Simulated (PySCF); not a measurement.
**Vertical excitation energies**

Species: BBrH2.
SMILES with atom numbers: `[BH2:1][Br:2]` (hydrogens: H3, H4 on B1)

Theory: PySCF, TDDFT wB97X-D/def2-SVPD, vertical, gas phase, core orbitals frozen in the response. Geometry: PBE0-D3(BJ)/def2-SVP; no solvent, vibrations or thermal averaging. The wB97X-D/def2-SVPD calculation is non-relativistic and has no spin–orbit coupling, an omission that weighs most on bromine.

```tsv
state	λ (nm)	E (eV)	f	symmetry	main configurations (H = HOMO, L = LUMO)
S1	262.9	4.72	0.0000	–	H→L (98%)
S2	189.1	6.56	0.119	A1	H-1→L (95%)
S3	177.8	6.97	0.0027	B1 or B2	H-2→L (99%)
S4	169.6	7.31	0.0000	–	H-3→L (98%)
S5	159.9	7.75	0.050	B1 or B2	H→L+1 (65%), H→L+2 (25%)
S6	153.1	8.10	0.0000	–	H→L+2 (62%), H→L+1 (24%), H→L+7 (9%)
S7	141.0	8.80	0.096	B1 or B2	H-1→L+1 (58%), H-1→L+2 (32%)
S8	139.0	8.92	0.071	A1	H→L+3 (97%)
S9	137.6	9.01	0.0000	–	H→L+4 (98%)
S10	134.7	9.20	0.063	B1 or B2	H-1→L+2 (50%), H-1→L+1 (30%), H-1→L+7 (10%)
```

Triplets, Tamm–Dancoff:

| state | E (eV) | λ (nm) | main configurations (H = HOMO, L = LUMO) |
| --- | --- | --- | --- |
| T1 | 4.42 | 280.5 | H→L (96%) |
| T2 | 5.35 | 231.9 | H-1→L (98%) |
| T3 | 6.38 | 194.3 | H-2→L (97%) |
| T4 | 6.78 | 182.9 | H-3→L (95%) |

The lowest singlet comes at 263 nm (455 kJ/mol) in the ultraviolet; it is dark (f under 0.0005); its leading configuration is HOMO→LUMO (98%). The most intense listed level is S2 at 6.56 eV (189 nm, f = 0.119), 1.84 eV above S1. Löwdin shares by element: HOMO bromine 73%, boron 16%, hydrogen 12%; LUMO boron 57%, bromine 24%, hydrogen 19%. Of the 10 states listed, 5 reach f = 0.01 and 4 stay under 0.0005. The oscillator strengths of these states sum to 0.402; summed over the whole spectrum of an exact calculation they would give the number of electrons, 42 (Thomas–Reiche–Kuhn). Weighted by f, the mean energy of these states is 8.07 eV. No computed singlet lies in the visible range (380 to 750 nm); the lowest, at 263 nm, stands 1.45 eV above its violet end (3.26 eV). All these states lie below the vertical ionisation energy of 10.85 eV (ΔSCF). Symmetry labels in C2v follow from the direction of the transition dipole and are given only for states with f of 0.002 or more; B1 and B2 swap with the choice of axes. The window holds the lowest 10 singlets.

The run took 7.8 s wall on one thread of an Arm Neoverse V1, shared host.
